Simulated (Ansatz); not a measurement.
`[F][Ge]1([Cl])[CH]=[CH]1` + H₂ → `[Cl][GeH]1[CH]=[CH]1` + H–F at 700 K and 1 bar (hydrogenolysis of a Ge–F bond).

Isolated molecules relaxed with PBE0-D4/def2-TZVP in Ansatz; ΔE leaves out vibrations. CCSD(T)/CBS is the MP2 limit (def2-TZVPP, def2-QZVPP) plus CCSD(T) − MP2 in def2-TZVPP, frozen cores. This one scheme is used for every species. For Ge outer-core shells are correlated without core-valence functions, which leaves a few kJ/mol of doubt a bond. Scalar relativity is left out up to krypton.

| species | CCSD(T)/CBS energy (Eh) | H − E (kJ/mol) | S (J/(mol·K)) |
| --- | --- | --- | --- |
| `[F][Ge]1([Cl])[CH]=[CH]1` | -2712.97747 | 151.7 | 425.1 |
| H₂ | -1.17544 | 46.8 | 155.3 |
| `[Cl][GeH]1[CH]=[CH]1` | -2613.75120 | 159.6 | 396.9 |
| H–F | -100.39570 | 45.2 | 198.5 |

H − E and S are ideal-gas, rigid-rotor, harmonic terms from PBE0-D4/def2-TZVP. The MP2-based limit puts H₂ 0.8 mEh under its directly extrapolated value; such offsets cancel only in part. 1 Eh = 2625.50 kJ/mol, R = 8.31446 J/(mol·K).

Question: By hand: ΔE, ΔH, ΔS and ΔG.

Answer: ΔE = (-2613.75120) + (-100.39570) − (-2712.97747) − (-1.17544) = 0.00601 Eh = 15.8 kJ/mol. Δ(H − E) = 159.6 + 45.2 − 151.7 − 46.8 = 6.3, so ΔH = 22.1 kJ/mol. ΔS = 396.9 + 198.5 − 425.1 − 155.3 = 15.0 J/(mol·K). ΔG = 22.1 − 700 × (15.0)/1000 = 11.6 kJ/mol.

Question: By hand: the equilibrium constant, and the temperature at which ΔG would vanish if ΔH and ΔS stayed fixed.

Answer: log₁₀ K = −ΔG/(RT ln 10) = -0.9. ΔG = 0 at ΔH/ΔS = 1473 K, though so small a ΔS makes that figure unsure.

TΔS isn't small against ΔH here. A doubt of 5 kJ/mol in ΔE shifts log₁₀ K by 0.4 here. These are equilibria of isolated gas molecules and say nothing of rates. Largest T1 diagnostic: 0.012 (customary marks: 0.02 for closed shells, 0.045 for open ones).
